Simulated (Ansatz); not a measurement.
A nudged elastic band was laid between two geometries of CHBSe (4 atoms, charge 0, multiplicity 1).

Computed with Ansatz, RKS PBE/def2-SVP.

| Item | Value |
| --- | --- |
| movable images | 9 |
| climbing image | yes |
| spring | 5.0 eV/Å² |
| optimiser | quadratic models (default) |
| start path | through a guess of the saddle point |
| force threshold | 0.05 eV/Å |
| iteration limit | 60 |
| end points | relaxed |

Initial state:

```xyz
4
Properties=species:S:1:pos:R:3
B -0.314 0.676 -0.370
C 0.209 -0.457 0.257
Se 0.864 -1.863 1.019
H -0.759 1.643 -0.906
```

Final state:

```xyz
4
Properties=species:S:1:pos:R:3
B -0.791 0.124 1.051
C -0.054 0.310 -0.243
Se 0.717 -1.227 0.408
H 0.128 0.793 -1.216
```

Question: What changes between the two ends?

Answer: Bonds broken: B1–H4. Bonds formed: B1–Se3, C2–H4.

Question: What energy profile does the band end with?

Answer: It converged. The highest image is number 5 of 0 to 10, 40.1 kcal/mol above the first end and 20.4 kcal/mol above the last; the last end lies 19.7 kcal/mol above the first. A vibrational analysis at the climbing image gives one clearly imaginary mode, 788i cm⁻¹: a first-order saddle point. The orbitals stay closed-shell, which can raise the energy where a bond breaks towards radicals; this wasn't checked here.

```tsv
image	path coordinate (Å)	energy (kcal/mol)	B1–H4 (Å)	B1–Se3 (Å)	C2–H4 (Å)
0	0.00	0.0	1.19	3.13	2.59
1	0.38	2.6	1.19	3.10	2.54
2	0.76	9.5	1.19	3.06	2.38
3	1.14	19.8	1.20	3.04	2.14
4	1.52	32.4	1.25	3.06	1.80
5	1.90	40.1	1.39	3.10	1.39
6	2.23	37.4	1.72	3.11	1.17
7	2.55	34.1	2.06	3.03	1.12
8	2.88	29.3	2.31	2.81	1.10
9	3.20	23.1	2.47	2.49	1.10
10	3.53	19.7	2.54	2.12	1.10
```

Question: What is the geometry of the highest image?

Answer: 
```xyz
4
Properties=species:S:1:pos:R:3
B -0.938 0.957 0.063
C 0.193 0.046 0.351
Se 0.746 -1.610 0.489
H 0.000 0.607 -0.903
```

Question: What are the harmonic wavenumbers there?

Answer: 788i, 255, 595, 687, 1242, 1988 cm⁻¹.

The band took 12 iterations and about 2.3 core-minutes.

The run took 2.3 min on 1 thread of Intel(R) Xeon(R) Platinum 8488C (Sapphire Rapids), on a shared host, peak memory 0.14 GiB.
